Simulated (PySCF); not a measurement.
A species of formula C4H7BGeO2 has this rotational fingerprint, computed with PBE0-D3(BJ)/def2-SVP geometry optimisation, gas phase in PySCF:

- Rotational constants: A = 3631, B = 739.4, C = 619.2 MHz
- Dipole components: |μa| = 3.21 D, |μb| = 0.35 D, |μc| = 0.01 D
- Inertial defect: -6.39 u·Å²
- κ: -0.92

Task: Which structure is it? (One computed conformer of each.)
A. `[OH:1][B:2]([OH:3])[C:4]1=[CH:5][GeH2:6][CH:7]=[CH:8]1` with H–O1–B2–O3 0°, O1–B2–O3–H 0°
B. `[OH:1][B:2]([OH:3])[GeH:4]1[CH:5]=[CH:6][CH:7]=[CH:8]1` with H–O1–B2–O3 0°, O1–B2–O3–H 180°, O1–B2–Ge4–C5 -51°

Result: A. It is OB(O)C1=[CH][GeH2][CH]=C1, a near-prolate asymmetric top. The candidates at the same level (rigid rotor, commonest isotopes):

```csv
SMILES,A (MHz),B (MHz),C (MHz),μa (D),μb (D),μc (D),Δ (u·Å²),point group,rotor
OB(O)C1=[CH][GeH2][CH]=C1,3631,739.4,619.2,3.21,0.35,0.01,-6.39,–,near-prolate asymmetric top
O[B](O)[GeH]1[CH]=CC=[CH]1,3009,969.4,931.5,1.47,0.50,0.01,-146.72,–,near-prolate asymmetric top
```

`O[B](O)[GeH]1[CH]=CC=[CH]1` has C 50 % too high. No structure here is proved a minimum.
